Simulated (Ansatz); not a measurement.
System: BNH2Br, charge 0, doublet. BNH2Br (SMILES BrB[NH], doublet).
B3LYP-D3(BJ)/def2-TZVP minimum from Ansatz (a program for electronic structure):
```
B
N 1 1.3577
H 2 1.0072 1 139.83
H 1 1.1879 2 124.33 3 -116.03
Br 1 1.9600 4 118.20 2 174.26
```
Charge 0, spin multiplicity 2.

Total energies in hartree (Ansatz). Radicals and triplets start from unrestricted determinants; spin-orbit coupling is neglected. Cores are frozen in correlated methods (noble-gas shells, and filled d and f shells in the p block). No relativity. For partners of very few electrons the exact lower level stands in for a higher one. Spin-orbit terms, left out, reach several kcal/mol for Br and I, and more for heavier atoms.

```tsv
species	HF/cc-pVTZ	CCSD(T)/cc-pVTZ	HF/cc-pVQZ	CCSD(T)/cc-pVQZ	CCSD(T)/cc-pVDZ	CCSDT(Q)/cc-pVDZ
1: BNH2Br (SMILES B(Br)[NH], doublet)	-2652.80477	-2653.28863	-2652.81353	-2653.33343	-2653.08002	-2653.08199
2: B (doublet)	-24.53207	-24.59810	-24.53297	-24.60084	-24.58941	-24.58977
3: H (doublet)	-0.49981	-0.49981	-0.49995	-0.49995	-0.49928	-0.49928
4: Br (doublet)	-2572.44509	-2572.60263	-2572.44802	-2572.62195	-2572.47590	-2572.47619
5: N (quartet)	-54.40069	-54.51471	-54.40372	-54.52482	-54.47850	-54.47866
```

### Question
Work out the atomisation energy (electronic, to ground-state atoms) in kcal/mol: take Hartree-Fock from cc-pVQZ, extrapolate the CCSD(T) correlation energy as X^-3 (X = 3, 4), and add CCSDT(Q) - CCSD(T) in cc-pVDZ. 1 hartree = 627.51 kcal/mol.

### Answer

Species 1: correlation (64·(-0.51990) - 27·(-0.48386))/37 = -0.54620; step -0.00197; E1 = -2652.81353 + (-0.54620) + (-0.00197) = -2653.36170
Species 2: correlation (64·(-0.06787) - 27·(-0.06603))/37 = -0.06921; step -0.00036; E2 = -24.53297 + (-0.06921) + (-0.00036) = -24.60254
Species 3: correlation (64·(0.00000) - 27·(0.00000))/37 = 0.00000; step +0.00000; E3 = -0.49995 + (0.00000) + (+0.00000) = -0.49995
Species 4: correlation (64·(-0.17393) - 27·(-0.15754))/37 = -0.18589; step -0.00029; E4 = -2572.44802 + (-0.18589) + (-0.00029) = -2572.63420
Species 5: correlation (64·(-0.12110) - 27·(-0.11402))/37 = -0.12627; step -0.00016; E5 = -54.40372 + (-0.12627) + (-0.00016) = -54.53015
-1·E1 +1·E2 +2·E3 +1·E4 +1·E5 = 0.59491 hartree = 373.3 kcal/mol.
